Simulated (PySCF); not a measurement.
Question: What does the PBE0-D3(BJ)/def2-SVP structure of InChI=1S/C2H5FOSi/c3-1-2-4-5/h1-2H,5H3/b2-1+ look like in three dimensions?

Answer: 
```xyz
10
C2H5FOSi angstrom
F      3.129   -0.823   -0.093
C      1.816   -0.634    0.042
C      1.216    0.402   -0.549
O     -0.099    0.693   -0.486
Si    -1.311   -0.169    0.297
H      1.322   -1.390    0.661
H      1.802    1.107   -1.148
H     -1.375   -1.560   -0.242
H     -1.035   -0.229    1.763
H     -2.566    0.574    0.020
```

Orientation and origin are arbitrary. Atoms count from 1 in this order. O4 (silyl ether oxygen) is bent (angle 128.0°). Si5 (oxygen-bound silicon) is distorted tetrahedral (angles from 105.5° to 111.3°). The 5 heavy atoms lie in one plane (0.006 Å rms). Of the pairs four or more bonds apart, Si5···H6 is among the closest relative to their van der Waals radii: 2.93 Å, 89 % of the sum of Bondi's values.

Bonds between heavy atoms (Å): F1–C2 1.334, C2=C3 1.335, C3–O4 1.348, O4–Si5 1.681.

Method: PySCF, PBE0-D3(BJ)/def2-SVP geometry optimisation, gas phase.

Point group: Cs (every atom within 0.08 Å of its image). Whether it is a minimum is left open (no frequencies). One conformer, not necessarily the lowest (C2–C3–O4–Si5 -2°).
